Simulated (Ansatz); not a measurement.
One change: `OB1CC1Br` becomes `OB1CC1Cl`.

Ansatz, PBE0-D4/def2-TZVP geometries, multiplicity 1. Each molecule was computed in one conformer, which needn't be the lowest.

Scalar relativity is left out up to krypton.

```json
{"property": "HOMO energy (PBE/def2-TZVPP) / eV", "`OB1CC1Br`": "-5.77"}
{"property": "LUMO energy (PBE0/def2-TZVPP) / eV", "`OB1CC1Br`": "-0.98"}
{"property": "HOMO–LUMO gap (ωB97M-V/def2-TZVPP) / eV", "`OB1CC1Br`": "10.37"}
{"property": "size of the dipole moment (ωB97M-V/def2-TZVPP) / D", "`OB1CC1Br`": "1.80"}
{"property": "LUMO energy (PBE/def2-TZVPP) / eV", "`OB1CC1Br`": "-1.96"}
{"property": "LUMO energy (ωB97M-V/def2-TZVPP) / eV", "`OB1CC1Br`": "1.11"}
```

Task: What does the change do to each property? (An estimate is asked.)

Result: Ansatz gave: 
```tsv
property	`OB1CC1Cl`	shift
HOMO energy (PBE/def2-TZVPP) / eV	-5.77	0.00
LUMO energy (PBE0/def2-TZVPP) / eV	-0.74	0.24
HOMO–LUMO gap (ωB97M-V/def2-TZVPP) / eV	10.72	0.35
size of the dipole moment (ωB97M-V/def2-TZVPP) / D	1.76	-0.04
LUMO energy (PBE/def2-TZVPP) / eV	-1.75	0.21
LUMO energy (ωB97M-V/def2-TZVPP) / eV	1.37	0.26
```

With PBE0 the HOMO falls by 0.06 eV and the LUMO rises by 0.24 eV, so the gap widens by about 0.30 eV. PBE moves the HOMO by 0.00 eV and ωB97M-V by -0.09 eV. Dipoles are sizes alone; their direction can turn.

Spin–orbit coupling is left out; it splits and shifts lone-pair levels of the heavy atoms by tenths of an eV.
